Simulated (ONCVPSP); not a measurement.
# Plane-wave convergence, ONCV potential for Hg

```
Element                 : Hg (Z = 80)
Generator               : ONCVPSP 4.0.1
Type                    : optimised norm-conserving Vanderbilt (ONCV)
Functional              : PBEsol
Relativity              : fully relativistic
Frozen core             : [Kr] 4d10
Valence charge          : 34
Reference configuration : 4f14 5s2 5p6 5d10 6s2
Partial waves           : 5s+6s: rc 1.60 bohr, ncon 3, nbas 8, qcut 9.9 1/bohr, 2 projectors; 5p: rc 1.20 bohr, ncon 4, nbas 8, qcut 8 1/bohr, 2 projectors, debl 2.1 Ha; 5d: rc 1.95 bohr, ncon 3, nbas 7, qcut 8.2 1/bohr, 2 projectors, debl 2.2 Ha; 4f: rc 1.00 bohr, ncon 4, nbas 8, qcut 14.3 1/bohr, local
Local potential         : the f channel
Core correction         : polynomial model core, fcfact 0.25
```

Open shells are filled in proportion to 2j + 1.

In the p channel the program set the typed energies aside and used -2.264, 0.250 Ha (j = l + 1/2; the other j can differ).

Problem. For each optimised wave give the share of its norm inside rc, the residual kinetic energy above qcut (Ha) and the cutoffs (Ha) for errors of 10, 1, 0.1 and 0.01 mHa per electron.

Solution.

```tsv
wave	norm inside rc	residual KE	10 mHa	1 mHa	0.1 mHa	0.01 mHa
5s	0.979	2.2e-08	23.7	30.3	35.7	40.1
6s	0.099	1.2e-08	19.5	27.7	33.9	38.9
5p j=3/2	0.681	2.1e-03	25.5	48.8	135.0	160.8
p projector 2 j=3/2	0.055	4.9e-04	15.4	29.6	52.3	122.9
5p j=1/2	0.781	2.0e-03	23.6	51.1	137.1	180.5
p projector 2 j=1/2	0.051	6.0e-04	12.3	29.8	56.6	128.8
5d j=5/2	0.786	3.1e-08	16.4	21.0	24.8	27.9
d projector 2 j=5/2	0.111	5.6e-08	15.7	20.6	24.8	28.1
5d j=3/2	0.820	5.5e-08	17.1	21.6	25.4	28.3
d projector 2 j=3/2	0.115	1.1e-07	16.3	21.2	25.4	28.6
4f j=7/2	0.971	7.3e-03	100.3	249.9	333.0	520.5
4f j=5/2	0.974	7.5e-03	100.6	251.1	335.1	523.3
```

The occupied waves need 251 Ha and 335 Ha for 1 and 0.1 mHa. Note: ghosts flagged at negative energy: s at -543.2 eV, p3/2 at -119.8 eV, p1/2 at -80.5 eV; GHOST(+) flagged for d5/2 at 304.6 eV, d3/2 at 340.4 eV. A true bound ghost makes a file unfit for plane-wave use. The potential misses its own reference levels by up to 2.4 eV, so it is not fit for use. 4 of 4 tests not solved or not reliable.
